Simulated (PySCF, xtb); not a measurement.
A geometry optimisation of H4NSbSi with r2SCAN-D4/def2-SVP

The starting geometry of this gas-phase singlet was built from a drawn formula by distance geometry and a force field; its bonds are those of `[NH]1[SiH-][SbH2+]1`.

```yaml
atoms:
  - { symbol: N, position_ang: [0.1584, 1.1767, 0.2522] }
  - { symbol: Sb, position_ang: [0.2666, 1.6529, -1.8216] }
  - { symbol: Si, position_ang: [1.6423, 0.3113, -0.2323] }
  - { symbol: H, position_ang: [-0.5574, 0.4960, 0.3486] }
  - { symbol: H, position_ang: [2.8229, 0.9947, 0.0970] }
  - { symbol: H, position_ang: [-1.3768, 1.0186, -1.9042] }
  - { symbol: H, position_ang: [0.1671, 3.2978, -1.2429] }
```

Q: Predict what becomes of its bonds when it is optimised with r2SCAN-D4/def2-SVP.

A: A bond breaks, leaving `[SiH][NH][SbH2]`. Distances that change by over a tenth: Si3–H5 (1.40 → 1.54 Å). Contacts that open: Sb2–Si3 (2.49 → 3.46 Å).

The energy falls by 2.00 eV over 37 steps:

```tsv
step	E − E(last) (eV)
1	1.997
5	0.761
9	0.235
13	0.017
17	0.002
21	0.001
25	0.001
29	0.000
33	0.000
37	0.000
```

Final geometry (Å):

```xyz
7

N     0.1218    1.1680   -0.0219
Sb   -0.2860    2.1729   -1.8097
Si    1.6009    0.5012    0.5619
H    -0.6963    1.0652    0.5817
H     2.4297    0.9200   -0.6715
H    -1.7527    1.3151   -2.1244
H    -1.2166    3.4227   -1.0627
```

From the same start GFN2-xTB reaches the same bonding as this run.

No frequencies were run, so the end isn't proven a minimum. Atoms past krypton carry core potentials, without spin–orbit terms. Run with PySCF 2.14.0, 8.4 min on 2 threads of Intel(R) Xeon(R) Processor @ 2.50GHz (Skylake/Cascade Lake), with other jobs on the host.
